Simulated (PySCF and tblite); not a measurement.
Results of a calculation; reference values are marked as such.
C₇H₅N, numbered as in [N:1]#[C:2][c:3]1[cH:4][cH:5][cH:6][cH:7][cH:8]1.

Conformers came from 45 starts (ETKDG and KDG, MMFF94s, GFN2-xTB); geometries are GFN2-xTB. Weights use B3LYP-D3(BJ)/def2-SVP (IEF-PCM, chloroform) energies plus GFN2-xTB zero-point and thermal terms (modes under about 100 cm⁻¹ blended into free rotors). Symmetry numbers and mirror images are counted. Conformers within 2.5 kcal/mol (GFN2-xTB free energy) were kept, 6 at most. GIAO shieldings: B97-2/pcSseg-1 (IEF-PCM, chloroform). Shifts are against TMS (¹H), TMS (¹³C) at the same level. Codes: tblite and PySCF.

Question: What shifts does this protocol give at 298.15 K under fast conformational exchange?

Answer: ¹H: 8.13 (H4/H8, 2H), 8.05 (H6, 1H), 7.92 (H5/H7, 2H) ppm. ¹³C: 138.3 (C4/C8), 137.6 (C6), 132.8 (C5/C7), 125.6 (C2), 112.9 (C3) ppm.

Shifts are unscaled: against experiment ¹³C can be off by 15 ppm or more and ¹H by 0.8 ppm.
